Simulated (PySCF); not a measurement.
A ladder of Hamiltonians for Se²²⁺ (selenium, charge +22)

Occupied: 1s1/2, 2s1/2, 2p1/2, 2p3/2, 3s1/2. Hartree-Fock calculated with PySCF 2.14 in an even-tempered Gaussian basis (17 s from 1.2 bohr⁻², ratio 2.7; 13 p from 1.4 bohr⁻², ratio 2.7), Gaussian nucleus throughout. NR is non-relativistic, sf-X2C the spin-free one-electron X2C Hamiltonian, X2C adds the bare one-electron spin-orbit term, X2C-SNSO screens it by Boettger's factors, DC is four-component Dirac-Coulomb, and the Gaunt and Breit terms are added at first order (total energies over the DC spinors, levels after relaxing the spinors in that mean field). QED terms are absent. Levels marked empty are virtual spinors of this ion; the basis has s and p functions only, so 3d, which can lie below the n = 4 levels, is absent.

```csv
Hamiltonian,E (hartree)
NR,-2102.5701
sf-X2C,-2130.2865
X2C,-2130.4060
X2C-SNSO,-2130.3921
DC,-2130.7897
DC+Gaunt,-2129.6161
DC+Breit,-2129.7168
```

| level (eV) | NR | sf-X2C | X2C | X2C-SNSO | DC | DC+Gaunt | DC+Breit |
| --- | --- | --- | --- | --- | --- | --- | --- |
| 1s1/2 | -13519.6 | -13720.1 | -13719.9 | -13719.9 | -13727.4 | -13708.3 | -13709.5 |
| 2s1/2 | -2581.3 | -2631.0 | -2630.9 | -2630.9 | -2631.7 | -2630.0 | -2630.1 |
| 2p1/2 | -2413.5 | -2426.8 | -2458.4 | -2456.5 | -2456.7 | -2453.7 | -2454.1 |
| 2p3/2 | -2413.5 | -2426.8 | -2411.8 | -2412.7 | -2413.2 | -2411.1 | -2411.4 |
| 3s1/2 | -970.91 | -984.44 | -984.43 | -984.43 | -984.60 | -984.20 | -984.25 |
| 3p1/2 (empty) | -880.92 | -885.61 | -892.46 | -892.04 | -892.08 | -891.44 | -891.53 |
| 3p3/2 (empty) | -880.92 | -885.61 | -882.34 | -882.53 | -882.63 | -882.18 | -882.28 |
| 4s1/2 (empty) | -484.64 | -489.59 | -489.58 | -489.58 | -489.64 | -489.50 | -489.52 |

Question: How large are the two-electron picture-change error of X2C and the Breit correction in the total energy?

Answer: X2C-1e lies 0.3837 hartree above Dirac-Coulomb; Gaunt adds 1.1736 and the full Breit term 1.0729 hartree.

```tsv
interval (eV)	X2C	X2C-SNSO	DC	DC+Gaunt	DC+Breit
2p3/2 − 2p1/2	46.59	43.80	43.46	42.62	42.62
3p3/2 − 3p1/2	10.12	9.511	9.452	9.255	9.255
```

Weight of the small component: 1s1/2 0.0152, 2s1/2 0.00311, 2p1/2 0.00305, 2p3/2 0.00298, 3s1/2 0.00105, 3p1/2 0.00100, 3p3/2 0.000990, 4s1/2 0.000471.

Koopmans' value for the highest occupied level at DC+Breit: 984.25 eV, against an ionisation energy of 989.6 ± 1.3 eV (semi-empirical (NIST evaluation); NIST Atomic Spectra Database, ionization energies); the former lacks relaxation, correlation, QED and recoil.

The whole ladder took 70 s of wall time on 1 thread of Neoverse-V1 (shared host), launched as `OMP_NUM_THREADS=1 python relrun2.py TASK.json OUT` (a driver that calls PySCF for each Hamiltonian).
